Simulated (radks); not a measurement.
Isoelectronic series with 10 electrons, all held in the configuration [Ne], which need not be the ground one along the series. All-electron calculation, scalar-relativistic Kohn-Sham, LDA (Slater exchange, Perdew-Wang correlation), spin-unpolarised, spherical densities, point nucleus. Program: a radial shooting solver on a logarithmic mesh with Libxc functionals. Total energies (hartree) and mean radii <r> (bohr):

| ion | E (hartree) | 2p | 2s | 1s |
|---|---|---|---|---|
| Ne | -128.37486 | 0.9815 | 0.9025 | 0.1587 |
| Mg2+ | -198.60693 | 0.6840 | 0.6981 | 0.1311 |
| Al3+ | -239.79479 | 0.5976 | 0.6255 | 0.1206 |
| Si4+ | -285.03043 | 0.5314 | 0.5663 | 0.1116 |
| P5+ | -334.31780 | 0.4787 | 0.5171 | 0.1039 |
| S6+ | -387.66248 | 0.4358 | 0.4757 | 0.09712 |
| Cl7+ | -445.07129 | 0.4000 | 0.4404 | 0.09117 |
| Ar8+ | -506.55203 | 0.3698 | 0.4099 | 0.08590 |
